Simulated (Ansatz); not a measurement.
Computed with Ansatz on PBE0-D4/def2-TZVP structures; ΔE is electronic, products minus reactants. CBS: MP2 limit from def2 TZ/QZ plus the TZ coupled-cluster correction, frozen cores. Functionals use def2-TZVPP. B3LYP here is the variant with VWN-RPA as its local correlation; programs differ in this. def2 core potentials past Kr. For Ge, In outer-core shells are correlated without core-valence functions, which leaves a few kJ/mol of doubt a bond. Scalar relativity is left out up to krypton. One conformer a species, not always the lowest.

Consider the redistribution: `[Cl][InH][GeH3]` + `N[SiH2][SiH2][SiH3]` → `[SiH3][SiH2][SiH2][GeH3]` + `[NH2][InH][Cl]`.

`[Cl][InH][GeH3]`:

```xyz
7

Cl    0.445    1.230   -2.747
In   -0.589   -0.270   -1.257
Ge    0.323    0.021    1.149
H    -1.740   -1.259   -2.056
H     1.838   -0.236    1.153
H     0.067    1.462    1.619
H    -0.345   -0.948    2.139
```

`N[SiH2][SiH2][SiH3]`:

Cartesian coordinates in Å:
```
N -0.675 -2.003 1.807
Si -0.997 -0.811 0.606
Si 0.983 0.307 0.052
Si 0.589 1.857 -1.655
H 0.089 -2.648 1.679
H -1.442 -2.449 2.286
H -1.983 0.146 1.176
H -1.593 -1.322 -0.670
H 1.999 -0.679 -0.423
H 1.548 1.004 1.242
H -0.423 2.855 -1.214
H 0.070 1.163 -2.864
H 1.836 2.581 -2.023
```

`[SiH3][SiH2][SiH2][GeH3]`:

```xyz
14

Si   -0.708    1.636   -1.546
Si   -1.107   -0.612   -1.041
Si    0.674   -1.464    0.209
Ge    1.023   -0.114    2.138
H     0.566    1.767   -2.302
H    -1.811    2.210   -2.362
H    -0.591    2.416   -0.284
H    -1.293   -1.393   -2.296
H    -2.357   -0.719   -0.236
H     1.911   -1.452   -0.620
H     0.405   -2.869    0.625
H     1.461    1.300    1.720
H     2.109   -0.711    3.049
H    -0.280    0.008    2.948
```

`[NH2][InH][Cl]`:

```xyz
6

N    -0.977    0.230    0.580
In    0.572   -0.021   -0.654
Cl    2.515   -0.345    0.607
H    -1.926    0.109    0.265
H    -0.876   -0.054    1.542
H     0.692    0.082   -2.339
```

```csv
level,ΔE (kJ/mol),difference from CCSD(T)/CBS
r2SCAN-D4,53.3,2.5
B3LYP-D4,58.8,8.0
ωB97X-V,53.1,2.3
r2SCAN,54.3,3.5
B3LYP,64.2,13.4
HF/def2-TZVPP,72.8,22.0
MP2/def2-TZVPP,52.0,1.2
CCSD(T)/def2-TZVPP,49.7,-1.1
MP2/CBS(def2),53.0,2.2
CCSD/CBS(def2),55.2,4.4
CCSD(T)/CBS,50.8,0
```

Largest T1 diagnostic among the species: 0.014.

From PBE to PBE0 (25 % exact exchange), in def2-TZVPP and without D4, ΔE moves by +4.5 kJ/mol. In def2-TZVPP, CCSD(T) changes the Hartree–Fock value by −23.1 kJ/mol (the triples alone add −4.4 kJ/mol) and MP2 by −20.8 kJ/mol. The D4 term adds −5.4 kJ/mol with B3LYP and −3.2 kJ/mol with PBE0; it sums over pairs of atoms, weighted by their polarisabilities, and B3LYP, whose exchange is more repulsive, gets the larger term.
